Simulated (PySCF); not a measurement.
H3AlAsFO (SMILES [OH][Al]([F])[AsH2]), singlet, at the geometry of the source list, with bond 5-1 at 1.8 times its length; CASSCF(6,5)+NEVPT2/STO-3G (PySCF).

The PySCF input:
```python
from pyscf import gto, scf, mcscf, mrpt
import numpy

mol = gto.Mole()
mol.atom = '''
    Al    0.37950000    0.42190000    0.06120000
    As   -1.43040000   -1.13160000    0.13690000
    H    -1.23870000   -1.32270000   -1.34960000
    H    -2.37050000    0.01130000   -0.17080000
    F     0.14730000    2.92570000   -1.57788000
    O     1.78080000    0.13310000    0.87490000
    H     2.62870000    0.07510000    1.29670000
'''
mol.basis = 'sto-3g'
mol.verbose = 4
mol.build()

mf = scf.RHF(mol)
mf.kernel()
mc = mcscf.CASSCF(mf, 5, 6)
mc.fix_spin_(ss=0.0)
mc.kernel()
occ = numpy.linalg.eigvalsh(mc.fcisolver.make_rdm1(mc.ci, mc.ncas, mc.nelecas))[::-1]
ss = mc.fcisolver.spin_square(mc.ci, mc.ncas, mc.nelecas)[0]
print('natural occupations', occ.round(4), ' <S^2>', round(ss, 4))
e2 = mrpt.NEVPT(mc).kernel()
print('E(NEVPT2) = %.10f' % (mc.e_tot + e2))
```

It wrote (shortened):

```
PySCF version 2.14.0

[INPUT] verbose = 4
[INPUT] num. atoms = 7
[INPUT] num. electrons = 66
[INPUT] charge = 0
[INPUT] spin (= nelec alpha-beta = 2S) = 0
[INPUT] symmetry False subgroup None
[INPUT] Mole.unit = angstrom
[INPUT] Symbol           X                Y                Z      unit          X                Y                Z       unit  Magmom
[...]
nuclear repulsion = 276.641838569374
number of shells = 22
number of NR pGTOs = 120
number of NR cGTOs = 40
basis = sto-3g
ecp = {}

******** <class 'pyscf.scf.hf.RHF'> ********
method = RHF
initial guess = minao
damping factor = 0
level_shift factor = 0
DIIS = <class 'pyscf.scf.diis.CDIIS'>
diis_start_cycle = 1
diis_space = 8
diis_damp = 0
SCF conv_tol = 1e-09
SCF conv_tol_grad = None
SCF max_cycles = 50
direct_scf = True
direct_scf_tol = 1e-13
Set gradient conv threshold to 3.16228e-05
Initial guess from minao.
init E= -2618.20116082329
[...]
cycle= 1 E= -2621.42973352074  delta_E= -3.23  |g|= 0.589  |ddm|= 3.01
[...]
cycle= 2 E= -2621.3330892944  delta_E= 0.0966  |g|= 0.629  |ddm|= 3.23
[...]
cycle= 3 E= -2621.6379885131  delta_E= -0.305  |g|= 0.18  |ddm|= 2.49
[...]
cycle= 4 E= -2621.68254768286  delta_E= -0.0446  |g|= 0.0518  |ddm|= 0.938
[...]
cycle= 5 E= -2621.68442821333  delta_E= -0.00188  |g|= 0.0115  |ddm|= 0.123
[...]
cycle= 6 E= -2621.68455588155  delta_E= -0.000128  |g|= 0.00185  |ddm|= 0.0444
[...]
cycle= 7 E= -2621.68455957532  delta_E= -3.69e-06  |g|= 0.000922  |ddm|= 0.00819
[...]
cycle= 8 E= -2621.6845603451  delta_E= -7.7e-07  |g|= 8.31e-05  |ddm|= 0.00293
[...]
cycle= 9 E= -2621.68456035109  delta_E= -5.99e-09  |g|= 3.07e-05  |ddm|= 0.000318
[...]
cycle= 10 E= -2621.68456035205  delta_E= -9.6e-10  |g|= 9.44e-06  |ddm|= 8.76e-05
[...]
Extra cycle  E= -2621.68456035219  delta_E= -1.46e-10  |g|= 7.74e-06  |ddm|= 3.89e-05
converged SCF energy = -2621.68456035219

******** <class 'pyscf.mcscf.mc1step.CASSCF'> ********
CAS (3e+3e, 5o), ncore = 30, nvir = 5
max_cycle_macro = 50
max_cycle_micro = 4
conv_tol = 1e-07
conv_tol_grad = None
orbital rotation max_stepsize = 0.02
orbital rotation threshold for CI restart = 0.01
augmented hessian ah_max_cycle = 30
augmented hessian ah_conv_tol = 1e-12
augmented hessian ah_linear dependence = 1e-14
augmented hessian ah_level shift = 1e-08
augmented hessian ah_start_tol = 2.5
augmented hessian ah_start_cycle = 3
augmented hessian ah_grad_trust_region = 3
kf_trust_region = 3
kf_interval = 4
ci_response_space = 4
ci_grad_trust_region = 3
with_dep4 0
natorb = False
canonicalization = True
sorting_mo_energy = False
ao2mo_level = 2
internal_rotation = False
******** <class 'pyscf.fci.addons.SpinPenaltyFCISolver'> ********
max. cycles = 50
conv_tol = 1e-08
davidson only = True
linear dependence = 1e-12
level shift = 0.001
max iter space = 12
nroots = 1
pspace_size = 400
spin = None
CASCI E = -2621.82929408429  S^2 = 0.0000000
Set conv_tol_grad to 0.000316228
macro iter   1 ( 21 JK    4 micro), CASSCF E = -2621.84639617939  dE = -1.71020951e-02  S^2 = 0.0000000
               |grad[o]|=0.101  |grad[c]|=0.0237  |ddm|=0.0239  |maxRot[o]|=0.223
macro iter   2 ( 12 JK    3 micro), CASSCF E = -2621.84667727054  dE = -2.81091146e-04  S^2 = 0.0000000
               |grad[o]|=0.0152  |grad[c]|=0.00294  |ddm|=0.0141  |maxRot[o]|=0.116
macro iter   3 ( 12 JK    3 micro), CASSCF E = -2621.84675603374  dE = -7.87632039e-05  S^2 = 0.0000000
               |grad[o]|=0.00621  |grad[c]|=0.0124  |ddm|=0.00581  |maxRot[o]|=0.115
macro iter   4 ( 21 JK    4 micro), CASSCF E = -2621.84704224397  dE = -2.86210234e-04  S^2 = 0.0000000
               |grad[o]|=0.00526  |grad[c]|=0.0361  |ddm|=0.00429  |maxRot[o]|=0.313
macro iter   5 ( 12 JK    3 micro), CASSCF E = -2621.84728432618  dE = -2.42082210e-04  S^2 = 0.0000000
               |grad[o]|=0.00526  |grad[c]|=0.0158  |ddm|=0.0122  |maxRot[o]|=0.149
macro iter   6 ( 12 JK    3 micro), CASSCF E = -2621.84755542696  dE = -2.71100777e-04  S^2 = 0.0000000
[...]
1-step CASSCF converged in  42 macro (448 JK 105 micro) steps
CASSCF canonicalization
Density matrix diagonal elements [1.98963908 1.98596995 1.27053308 0.73626605 0.01759184]
CASSCF energy = -2621.85464492435
CASCI E = -2621.85464492435  E(CI) = -6.69664334068739  S^2 = 0.0000000
natural occupations [1.9923 1.9904 1.2819 0.7186 0.0169]  <S^2> 0.0

******** <class 'pyscf.mrpt.nevpt2.NEVPT'> ********
NEVPT2 (3e+3e, 5o), ncore = 30, nvir = 5
root = 0
Natural occ [1.99226958 1.99040092 1.28187733 0.71857307 0.01687909]
Natural orbital (expansion on meta-Lowdin AOs) in CAS space
               #1        #2        #3        #4        #5
0 Al 1s         -0.00348  -0.00010   0.00126  -0.00121   0.00001
0 Al 2s          0.01489   0.00109  -0.00665   0.00655  -0.00005
0 Al 3s          0.58358   0.01692  -0.43163   0.46689  -0.01834
0 Al 2px        -0.00594   0.01678  -0.00258   0.00286   0.00951
0 Al 2py        -0.01005  -0.02188   0.00601  -0.00643  -0.01223
0 Al 2pz         0.00733  -0.03150  -0.00475   0.00514  -0.01875
0 Al 3px        -0.08841  -0.13217   0.02362  -0.02426  -0.37203
0 Al 3py        -0.02885   0.14660  -0.35376   0.35889   0.47343
0 Al 3pz        -0.03997   0.23576   0.22245  -0.22530   0.73259
1 As 1s         -0.00004  -0.00002  -0.00003   0.00004   0.00001
1 As 2s         -0.00028   0.00010   0.00041  -0.00047  -0.00007
1 As 3s          0.00280   0.00059  -0.00032   0.00042  -0.00028
1 As 4s          0.00548   0.01769   0.02319  -0.02681  -0.01126
1 As 2px         0.00058   0.00001   0.00038  -0.00042   0.00005
1 As 2py         0.00051   0.00005   0.00034  -0.00037  -0.00002
1 As 2pz        -0.00002   0.00007  -0.00001   0.00001  -0.00009
1 As 3px        -0.00707  -0.00014  -0.00532   0.00588  -0.00088
1 As 3py        -0.00632  -0.00063  -0.00496   0.00538   0.00056
1 As 3pz         0.00028  -0.00091   0.00034  -0.00030   0.00157
1 As 4px         0.42836   0.00411   0.21232  -0.23239   0.01315
1 As 4py         0.36996   0.03837   0.17758  -0.19087   0.00306
1 As 4pz        -0.00479   0.05666   0.00250  -0.00525  -0.02628
1 As 3dxy        0.00143   0.00240   0.00705  -0.00794  -0.00297
1 As 3dyz       -0.00058   0.00460  -0.00099   0.00098  -0.00607
1 As 3dz^2      -0.00084   0.00498  -0.00281   0.00324  -0.00626
1 As 3dxz       -0.00032   0.00247  -0.00163   0.00166  -0.00327
1 As 3dx2-y2    -0.00006  -0.00366  -0.00114   0.00099   0.00485
2 H 1s          -0.03602  -0.04788   0.00753  -0.00800   0.07158
3 H 1s          -0.03354   0.01848   0.02251  -0.02428  -0.04168
4 F 1s           0.00004   0.00000  -0.00022   0.00026   0.00000
4 F 2s          -0.00993  -0.00023   0.01309  -0.01249  -0.00025
4 F 2px          0.00045  -0.00233  -0.05041  -0.04824   0.00293
4 F 2py         -0.00320   0.00286   0.60574   0.57415  -0.00337
4 F 2pz          0.00199   0.00506  -0.39632  -0.37570  -0.00624
5 O 1s          -0.00043   0.00003  -0.00102   0.00117  -0.00031
5 O 2s           0.08062  -0.02336   0.07260  -0.08270   0.02066
5 O 2px         -0.03391  -0.32111  -0.01091   0.01889   0.10146
5 O 2py          0.44767   0.47967   0.13483  -0.13312  -0.14540
5 O 2pz         -0.33083   0.74959  -0.08602   0.08845  -0.24450
6 H 1s          -0.09055   0.00502  -0.05375   0.06110  -0.01268
<CAS-nat-orb|mo-hf>  31     25      -0.45695365
<CAS-nat-orb|mo-hf>  31     29      -0.67346901
<CAS-nat-orb|mo-hf>  31     30      -0.46598188
<CAS-nat-orb|mo-hf>  32     28       0.93110475
<CAS-nat-orb|mo-hf>  33     33       0.97052418
<CAS-nat-orb|mo-hf>  34     34       0.97806677
<CAS-nat-orb|mo-hf>  35     35       0.95133241
Sr    (-1)',   E = -0.00336828336245
Si    (+1)',   E = -0.00113546477741
Sijrs (0)  ,   E = -0.04962841733652
Sijr  (+1) ,   E = -0.00652190988935
Srsi  (-1) ,   E = -0.00601392545952
Srs   (-2) ,   E = -0.00221655722580
Sij   (+2) ,   E = -0.00112418895659
Sir   (0)' ,   E = -0.01764756463615
Nevpt2 Energy = -0.087656311643789
E(NEVPT2) = -2621.9423012360
```
